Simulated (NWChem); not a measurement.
Molecule: CH3ISi, singlet; SMILES I[Si]C

Results from NWChem. Low-valent species are run as closed-shell singlets; no triplet was tried in these runs. def2 effective core potentials on I; no spin-orbit coupling. Each level has its own optimisation; frequencies are unscaled.

```csv
level,r I–Si (Å),r C–Si (Å),r C–H (Å),highest harmonic frequency (cm⁻¹),lowest (cm⁻¹),zero-point energy (kcal/mol)
"B3LYP/3-21G (all-electron, non-relativistic)",2.684,1.945,1.098,3116,81,23.3
BLYP/def2-SVP (core potentials),2.555,1.929,1.112,3023,50,21.9
PBE0/def2-SVP (core potentials),2.499,1.901,1.103,3154,64,22.8
```
